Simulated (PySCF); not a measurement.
Compound: C4H7FO2.
SMILES with atom numbers: `[CH3:1][C@@H:2]([F:3])[O:4][C@H:5]1[CH2:6][O:7]1` (hydrogens: H8, H9, H10 on C1; H11 on C2; H12 on C5; H13, H14 on C6)

Computed, not measured: PySCF 2.14.0, PBE0-D3(BJ)/def2-SVP geometry optimisation, gas phase.

Task: List the bond lengths, angles and torsions at this level.

Result: 
| bond | length (Å) | order |
| --- | --- | --- |
| C1–C2 | 1.500 | single |
| C2–F3 | 1.377 | single |
| C2–O4 | 1.385 | single |
| O4–C5 | 1.376 | single |
| C5–C6 | 1.453 | single |
| C6–O7 | 1.421 | single |
| C5–O7 | 1.396 | single |
| C1–H8, C1–H9, C1–H10 | 1.098 | single |
| C2–H11 | 1.106 | single |
| C5–H12 | 1.098 | single |
| C6–H13 | 1.097 | single |
| C6–H14 | 1.097 | single |

Bonds in one row agree within 0.01 Å and their mean is given. Orders are formal, as drawn. A selection of angles:
| angle | degrees |
| --- | --- |
| C2–C1–H8 | 109.1 |
| H8–C1–H9 | 109.3 |
| C1–C2–F3 | 109.6 |
| C1–C2–O4 | 108.9 |
| C1–C2–H11 | 112.7 |
| F3–C2–O4 | 109.2 |
| F3–C2–H11 | 106.4 |
| O4–C2–H11 | 110.0 |
| C2–O4–C5 | 114.4 |
| O4–C5–C6 | 117.5 |
| O4–C5–O7 | 116.4 |
| O4–C5–H12 | 114.2 |
| C6–C5–O7 | 59.8 |
| C6–C5–H12 | 122.3 |
| O7–C5–H12 | 115.4 |
| C5–C6–O7 | 58.1 |
| C5–C6–H13 | 117.6 |
| C5–C6–H14 | 120.5 |
| O7–C6–H13 | 115.4 |
| O7–C6–H14 | 115.9 |
| H13–C6–H14 | 116.2 |
| C5–O7–C6 | 62.1 |

Dihedral angles: C1–C2–O4–C5 171° (antiperiplanar); C2–O4–C5–C6 -144° (anticlinal); O4–C5–C6–O7 106° (anticlinal); O4–C5–O7–C6 -108° (anticlinal).

The 4 C–O bonds span 1.376 Å (O4–C5, drawn single) to 1.421 Å (C6–O7, drawn single), a spread of 0.045 Å. The C–C distances run from 1.453 Å (C5–C6, drawn single) to 1.500 Å (C1–C2, drawn single), a spread of 0.047 Å. The 3-membered ring C5–C6–O7 has internal angles of 58.1° to 62.1°. Of the pairs four or more bonds apart, F3···H12 is among the closest relative to their van der Waals radii: 2.60 Å, 97 % of the sum of Bondi's values.

Point group: C1 (no symmetry element, even within 0.4 Å). Stationary, but not proved a minimum. The numbers are those of one conformer.
